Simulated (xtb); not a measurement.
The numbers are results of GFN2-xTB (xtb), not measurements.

```
xtb start.xyz --ohess tight --gfn 2 --chrg 0 --uhf 0 --iterations 400

# start.xyz
5

Hf     0.000000     0.000000     0.000000
Cl     0.502475    -1.734418     1.989659
Cl    -1.595166    -1.164503    -1.821760
Cl     2.311550     0.721530    -1.164287
Cl    -1.218858     2.177390     0.996388
```

Output:

```
[...]

   *** convergence criteria satisfied after 3 iterations ***

         #    Occupation            Energy/Eh            Energy/eV
      -------------------------------------------------------------
         1        2.0000           -1.1219264             -30.5292
       ...           ...                  ...                  ...
        10        2.0000           -0.4715050             -12.8303
        11        2.0000           -0.4714975             -12.8301
        12        2.0000           -0.4702102             -12.7951
        13        2.0000           -0.4702102             -12.7951
        14        2.0000           -0.4651177             -12.6565
        15        2.0000           -0.4651129             -12.6564
        16        2.0000           -0.4650922             -12.6558 (HOMO)
        17                         -0.3604929              -9.8095 (LUMO)
        18                         -0.3604928              -9.8095
        19                         -0.3391672              -9.2292
        20                         -0.3391625              -9.2291
        21                         -0.3391408              -9.2285
       ...                                ...                  ...
        45                          0.5265192              14.3273
      -------------------------------------------------------------
                  HL-Gap            0.1045994 Eh            2.8463 eV
             Fermi-level           -0.4127925 Eh          -11.2327 eV


         :::::::::::::::::::::::::::::::::::::::::::::::::::::
         ::                     SUMMARY                     ::
         :::::::::::::::::::::::::::::::::::::::::::::::::::::
         :: total energy             -19.883276936889 Eh    ::
         :: gradient norm              0.000170164524 Eh/a0 ::
         :: HOMO-LUMO gap              2.846293483454 eV    ::
         ::.................................................::
         :: SCC energy               -19.909580859906 Eh    ::
         :: -> isotropic ES            0.027099799132 Eh    ::
         :: -> anisotropic ES          0.000817266629 Eh    ::
         :: -> anisotropic XC         -0.000432359886 Eh    ::
         :: -> dispersion             -0.005507462122 Eh    ::
         :: repulsion energy           0.026303923017 Eh    ::
         :: add. restraining           0.000000000000 Eh    ::
         :: total charge              -0.000000000000 e     ::
         :::::::::::::::::::::::::::::::::::::::::::::::::::::

           -------------------------------------------------
          |                Numerical Hessian                |
           -------------------------------------------------
step length          :   0.00500
SCC accuracy         :   0.30000
Hessian scale factor :   1.00000
frozen atoms in %    :   0.00000    0
RMS gradient         :   0.00017
estimated CPU  time      0.00 min
estimated wall time      0.00 min

writing file <hessian>.

 projected vibrational frequencies (cm⁻¹)
eigval :       -0.00    -0.00    -0.00    -0.00     0.00     0.00
eigval :       46.45    46.47    46.59    58.00    58.00   239.50
eigval :      316.27   316.37   316.78
           -------------------------------------------------
          |                Property Printout                |
           -------------------------------------------------

    * Orbital Energies and Occupations

         #    Occupation            Energy/Eh            Energy/eV
      -------------------------------------------------------------
         1        2.0000           -1.1219263             -30.5292
       ...           ...                  ...                  ...
         4        2.0000           -1.1022260             -29.9931
         5        2.0000           -0.6277751             -17.0826
         6        2.0000           -0.4931070             -13.4181
         7        2.0000           -0.4931009             -13.4180
         8        2.0000           -0.4930747             -13.4172
         9        2.0000           -0.4715379             -12.8312
        10        2.0000           -0.4715050             -12.8303
        11        2.0000           -0.4714974             -12.8301
        12        2.0000           -0.4702102             -12.7951
        13        2.0000           -0.4702101             -12.7951
        14        2.0000           -0.4651177             -12.6565
        15        2.0000           -0.4651129             -12.6564
        16        2.0000           -0.4650922             -12.6558 (HOMO)
        17                         -0.3604928              -9.8095 (LUMO)
        18                         -0.3604927              -9.8095
        19                         -0.3391671              -9.2292
        20                         -0.3391624              -9.2291
        21                         -0.3391407              -9.2285
        22                         -0.0665572              -1.8111
        23                         -0.0039245              -0.1068
        24                         -0.0039240              -0.1068
        25                         -0.0039214              -0.1067
        26                         -0.0031125              -0.0847
        27                         -0.0031070              -0.0845
       ...                                ...                  ...
        45                          0.5265196              14.3273
      -------------------------------------------------------------
                  HL-Gap            0.1045994 Eh            2.8463 eV
             Fermi-level           -0.4127925 Eh          -11.2327 eV

     #   Z          covCN         q      C6AA      α(0)
     1  72 Hf       2.925     0.993   137.181    25.215
     2  17 Cl       0.731    -0.248   106.753    15.804
     3  17 Cl       0.731    -0.248   106.748    15.803
     4  17 Cl       0.731    -0.248   106.754    15.804
     5  17 Cl       0.731    -0.248   106.753    15.804

 Mol. C6AA /au·bohr⁶  :       2764.849325
 Mol. C8AA /au·bohr⁸  :     183425.610404
 Mol. α(0) /au        :         88.430206

Wiberg/Mayer (AO) data.
largest (>0.10) Wiberg bond orders for each atom

 ---------------------------------------------------------------------------
     #   Z sym  total        # sym  WBO       # sym  WBO       # sym  WBO
 ---------------------------------------------------------------------------
     1  72 Hf   4.298 --     3 Cl   1.075     5 Cl   1.074     2 Cl   1.074
                             4 Cl   1.074
     2  17 Cl   1.296 --     1 Hf   1.074
     3  17 Cl   1.296 --     1 Hf   1.075
     4  17 Cl   1.296 --     1 Hf   1.074
     5  17 Cl   1.296 --     1 Hf   1.074
 ---------------------------------------------------------------------------

Topologies differ in total number of bonds
Writing topology from bond orders to xtbtopo.mol

molecular dipole:
                 x           y           z       tot (Debye)
 q only:       -0.001      -0.001      -0.001
   full:       -0.001      -0.001      -0.001       0.004
molecular quadrupole (traceless):
                xx          xy          yy          xz          yz          zz
 q only:       -0.000       0.001      -0.000       0.002       0.002       0.001
  q+dip:       -0.001       0.001      -0.001       0.004       0.003       0.001
   full:       -0.001       0.002      -0.001       0.004       0.003       0.001

           -------------------------------------------------
          |                Geometry Summary                 |
           -------------------------------------------------

      molecular mass/u    :      320.2967290
   center of mass at/Å    :       -0.0000950      -0.0000529      -0.0000647
  moments of inertia/u·Å² :        0.4760158E+03   0.4760200E+03   0.4760525E+03
rotational constants/cm⁻¹ :        0.3541402E-01   0.3541370E-01   0.3541129E-01

 * 4 selected distances

     #   Z          #   Z                                           value/Å
     1  72 Hf       2  17 Cl                                      2.2440367
     1  72 Hf       3  17 Cl                                      2.2434618 (min)
     1  72 Hf       4  17 Cl                                      2.2441556 (max)
     1  72 Hf       5  17 Cl                                      2.2440065

 * 1 distinct bonds (by element types)

   Z      Z             #   av. dist./Å        max./Å        min./Å
  17 Cl  72 Hf          4     2.2439152     2.2441556     2.2434618

           -------------------------------------------------
          |               Frequency Printout                |
           -------------------------------------------------
 projected vibrational frequencies (cm⁻¹)
eigval :       -0.00    -0.00    -0.00    -0.00     0.00     0.00
eigval :       46.45    46.47    46.59    58.00    58.00   239.50
eigval :      316.27   316.37   316.78
 reduced masses (amu)
   1: 79.68   2: 66.32   3: 88.96   4: 88.64   5: 46.03   6: 82.20   7: 67.17   8: 67.17
   9: 67.17  10: 35.45  11: 35.45  12: 35.45  13: 67.06  14: 67.06  15: 67.06
 IR intensities (km·mol⁻¹)
   1:  0.00   2:  0.00   3:  0.00   4:  0.00   5:  0.00   6:  0.00   7:  9.36   8:  9.37
   9:  9.37  10:  0.00  11:  0.00  12:  0.00  13: 53.55  14: 53.53  15: 53.51
 Raman intensities (Ä⁴*amu⁻¹)
   1:  0.00   2:  0.00   3:  0.00   4:  0.00   5:  0.00   6:  0.00   7:  0.00   8:  0.00
Molecule has the following symmetry elements: 4*(C3) 3*(C2) 3*(S4) 6*(sigma)
It seems to be the Td point group
   9:  0.00  10:  0.00  11:  0.00  12:  0.00  13:  0.00  14:  0.00  15:  0.00
 output can be read by thermo (or use thermo option).
 writing <g98.out> molden fake output.
 recommended (thermochemical) frequency scaling factor: 1.0
           -------------------------------------------------
          |             Thermodynamic Functions             |
           -------------------------------------------------

td  symmetry found (for desy threshold:  0.10E+00) used in thermo

          ...................................................
          :                      SETUP                      :
          :.................................................:
          :  # frequencies                           9      :
          :  # imaginary freq.                       0      :
          :  linear?                             false      :
          :  only rotor calc.                    false      :
          :  symmetry                               td      :
          :  rotational number                      12      :
          :  scaling factor                  1.0000000      :
          :  rotor cutoff                   50.0000000 cm⁻¹ :
          :  imag. cutoff                  -20.0000000 cm⁻¹ :
          :.................................................:

    mode    ω/cm⁻¹     T·S(HO)/kcal·mol⁻¹    T·S(FR)/kcal·mol⁻¹   T·S(vib)
   ------------------------------------------------------------------------
       1     46.45    -1.47974 ( 42.69%)    -1.07814 ( 57.31%)    -1.24958
       2     46.47    -1.47949 ( 42.73%)    -1.07802 ( 57.27%)    -1.24956
       3     46.59    -1.47794 ( 42.99%)    -1.07724 ( 57.01%)    -1.24949
       4     58.00    -1.34891 ( 64.41%)    -1.01243 ( 35.59%)    -1.22917
       5     58.00    -1.34889 ( 64.42%)    -1.01242 ( 35.58%)    -1.22916
       6    239.50    -0.53864 ( 99.81%)    -0.59244 (  0.19%)    -0.53874
   ------------------------------------------------------------------------

   temp. (K)  partition function   enthalpy   heat capacity  entropy
                                   cal/mol     cal/K/mol   cal/K/mol   J/K/mol
 298.15  VIB  0.628E+04             3680.009     14.201     26.611
         ROT  0.661E+05              888.752      2.981     25.038
         INT  0.416E+09             4568.761     17.182     51.649
         TR   0.555E+28             1481.254      4.968     43.168
         TOT                        6050.0154    22.1498    94.8175   396.7166

       T/K    H(0)-H(T)+PV         H(T)/Eh          T*S/Eh         G(T)/Eh
   ------------------------------------------------------------------------
    298.15    0.964131E-02    0.129320E-01    0.450509E-01   -0.321189E-01
   ------------------------------------------------------------------------

         :::::::::::::::::::::::::::::::::::::::::::::::::::::
         ::                  THERMODYNAMIC                  ::
         :::::::::::::::::::::::::::::::::::::::::::::::::::::
         :: total free energy         -19.915395851048 Eh   ::
         ::.................................................::
         :: total energy              -19.883276936892 Eh   ::
         :: zero point energy           0.003290643821 Eh   ::
         :: G(RRHO) w/o ZPVE           -0.035409557977 Eh   ::
         :: G(RRHO) contrib.           -0.032118914156 Eh   ::
         :::::::::::::::::::::::::::::::::::::::::::::::::::::

optimized geometry written to: xtbopt.xyz

           -------------------------------------------------
          | TOTAL ENERGY              -19.883276936892 Eh   |
          | TOTAL ENTHALPY            -19.870344979822 Eh   |
          | TOTAL FREE ENERGY         -19.915395851048 Eh   |
          | GRADIENT NORM               0.000170258412 Eh/α |
          | HOMO-LUMO GAP               2.846295278210 eV   |
           -------------------------------------------------

------------------------------------------------------------------------
```

Cost: about 0.3 core-seconds (a rough figure).
